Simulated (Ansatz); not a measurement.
Reaction (SMILES): Cl[Si](Br)Br -> Cl[Si]Br + Br atom (the Br-Si bond at the site shown breaks; other sites are not compared here)
Each molecule is optimised on its own at B3LYP-D3(BJ)/def2-TZVP (Ansatz, a quantum-chemistry and plane-wave program). Unstable Hartree-Fock reference: Cl[Si]Br.

Wanted: bond dissociation energy (electronic energy difference), in kJ/mol. Valence correlation only, unless marked. UHF or UKS for open shells. No spin-orbit coupling. Frozen are the shells of the preceding noble gas and the d and f shells that filled before the atom's block. No relativistic terms. Basis-set limits of correlation are two-point, X^-3; Hartree-Fock from the larger set.

| level | program | bond dissociation energy (kJ/mol) |
|---|---|---|
| HF/6-31G | Ansatz | 79.2 |
| HF/def2-SVP | Ansatz | 175.9 |

Question: Predict the CCSD(T)/CBS(def2-TZVPP,def2-QZVPP) result (Ansatz).

Answer: 230.3 kJ/mol, so HF/def2-SVP differs from it by -54.4 kJ/mol.
